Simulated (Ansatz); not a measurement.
Isomers of PbCl2⁺ (doublet), relaxed with PBE0-D4/def2-TZVP; total energies from Ansatz at CCSD(T)/def2-TZVPP.

```tsv
isomer	description	energy (Eh)
A	point group C2v; 2 × Cl–Pb 2.54 Å	-1111.40964
B	point group C2v; 2 × Cl–Pb 2.40 Å	-1111.39852
```

In the def2 sets Pb takes a core potential; there is no spin–orbit coupling. Correlated methods freeze 14 core orbitals; core or outer-core shells of Pb are correlated, in sets that lack core-valence functions.

The isomers come from a short search, and lower ones may exist.

Q: Work out the relative energies (1 Eh = 2625.5 kJ/mol) and the Boltzmann populations at 298 K from electronic energies alone (R = 8.314 J/mol/K).

A: ΔE: A 0.0, B 29.2 kJ/mol. RT = 2.48 kJ/mol. Factors exp(−ΔE/RT): A 1, B 7.7e-06; sum 1.000. Populations: A 100.0 %, B 0.0 %. Zero-point energy, vibrational entropy and symmetry numbers are left out and can shift these; an error of 4 kJ/mol changes a ratio by a factor of 5.0. Over the other density-functional and correlated levels in def2 sets, the gap between A and B ranges from 32 to 33 kJ/mol.
